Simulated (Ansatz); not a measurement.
Start from `[SiH3]C[SiH2][SeH]` and change one atom or group to get `B[SiH2]C[SiH3]`.

Ansatz, PBE0-D4/def2-TZVP geometries, multiplicity 1. Each molecule was computed in one conformer, which needn't be the lowest.

Scalar relativity is left out up to krypton.

```tsv
property	`[SiH3]C[SiH2][SeH]`
size of the dipole moment (ωB97M-V/def2-TZVPP) / D	1.70
HOMO energy (PBE/def2-TZVPP) / eV	-5.90
HOMO energy (PBE0/def2-TZVPP) / eV	-7.03
LUMO energy (B3LYP/def2-TZVPP) / eV	-0.20
size of the dipole moment (PBE/def2-TZVPP) / D	1.60
HOMO–LUMO gap (PBE0/def2-TZVPP) / eV	7.11
```

Problem. What does the change do to each property? (An estimate is asked.)

Solution. Ansatz gave: 
```json
{"property": "size of the dipole moment (ωB97M-V/def2-TZVPP) / D", "`B[SiH2]C[SiH3]`": "1.12", "shift": "-0.58"}
{"property": "HOMO energy (PBE/def2-TZVPP) / eV", "`B[SiH2]C[SiH3]`": "-6.83", "shift": "-0.93"}
{"property": "HOMO energy (PBE0/def2-TZVPP) / eV", "`B[SiH2]C[SiH3]`": "-8.02", "shift": "-0.99"}
{"property": "LUMO energy (B3LYP/def2-TZVPP) / eV", "`B[SiH2]C[SiH3]`": "-2.63", "shift": "-2.43"}
{"property": "size of the dipole moment (PBE/def2-TZVPP) / D", "`B[SiH2]C[SiH3]`": "1.03", "shift": "-0.57"}
{"property": "HOMO–LUMO gap (PBE0/def2-TZVPP) / eV", "`B[SiH2]C[SiH3]`": "5.59", "shift": "-1.52"}
```

With PBE0 the HOMO falls by 0.99 eV and the LUMO falls by 2.51 eV, so the gap narrows by about 1.52 eV. PBE moves the HOMO by -0.93 eV and ωB97M-V by -0.96 eV. Dipoles are sizes alone; their direction can turn.

B3LYP here is the variant with VWN-RPA as its local correlation; programs differ in this.

Spin–orbit coupling is left out; it splits and shifts lone-pair levels of the heavy atoms by tenths of an eV.
